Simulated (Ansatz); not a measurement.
Start from `C[SiH](F)B[SiH3]` and change one atom or group to get `C[SiH](F)[SiH2]N`.

Ansatz, PBE0-D4/def2-TZVP geometries, multiplicity 1. Each molecule was computed in one conformer, which needn't be the lowest.

```tsv
property	`C[SiH](F)B[SiH3]`
HOMO–LUMO gap (PBE0/def2-TZVPP) / eV	4.91
size of the dipole moment (ωB97M-V/def2-TZVPP) / D	1.90
LUMO energy (PBE0/def2-TZVPP) / eV	-2.91
size of the dipole moment (PBE/def2-TZVPP) / D	1.81
HOMO–LUMO gap (PBE/def2-TZVPP) / eV	2.77
LUMO energy (B3LYP/def2-TZVPP) / eV	-3.07
```

Question: What does the change do to each property? (Estimate.)

Answer: Computed: 
```tsv
property	`C[SiH](F)[SiH2]N`	shift
HOMO–LUMO gap (PBE0/def2-TZVPP) / eV	6.85	1.94
size of the dipole moment (ωB97M-V/def2-TZVPP) / D	2.71	0.81
LUMO energy (PBE0/def2-TZVPP) / eV	-0.41	2.50
size of the dipole moment (PBE/def2-TZVPP) / D	2.70	0.89
HOMO–LUMO gap (PBE/def2-TZVPP) / eV	4.70	1.93
LUMO energy (B3LYP/def2-TZVPP) / eV	-0.61	2.46
```

With PBE0 the HOMO rises by 0.56 eV and the LUMO rises by 2.50 eV, so the gap widens by about 1.94 eV. PBE moves the HOMO by 0.67 eV and ωB97M-V by 0.49 eV. Dipoles are sizes alone; their direction can turn.

B3LYP here is the variant with VWN-RPA as its local correlation; programs differ in this.
